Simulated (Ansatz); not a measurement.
C8H16 can be A, `C=CCCCCCC`, or B, `C[C@H]1CC[C@@H](C)CC1`.

Program: Ansatz. Geometries: PBE0-D4/def2-TZVP. ΔE: electronic, gas phase. CCSD(T)/CBS is the MP2 limit (def2-TZVPP, def2-QZVPP) plus CCSD(T) − MP2 in def2-TZVPP, frozen cores. Functionals use def2-TZVPP. Each species was taken in one conformer, which may not be the lowest.

(1) Which isomer does CCSD(T)/CBS put lower? Give the gap. (Best estimate.)

(2) Give E(B) − E(A) in kcal/mol with B2PLYP, HF/def2-TZVPP, CCSD/def2-TZVPP, CCSD(T)/def2-SVP, ωB97M-V, CCSD(T)/def2-TZVPP, LDA (SPW92). (Best estimate.)

Largest T1 diagnostic: 0.009.

Results:

(1) Computed: B, by 24.1 kcal/mol.

(2) The calculation gave: B2PLYP -20.8, HF/def2-TZVPP -17.4, CCSD/def2-TZVPP -24.1, CCSD(T)/def2-SVP -26.3, ωB97M-V -24.8, CCSD(T)/def2-TZVPP -24.4, LDA (SPW92) -31.5. None reverses the order clearly.

From PBE to PBE0 (25 % exact exchange), in def2-TZVPP and without D4, E(B) − E(A) moves by −3.3 kcal/mol. In def2-TZVPP, CCSD(T) changes the Hartree–Fock value by −7.0 kcal/mol (the triples alone add −0.3 kcal/mol) and MP2 by −10.0 kcal/mol.
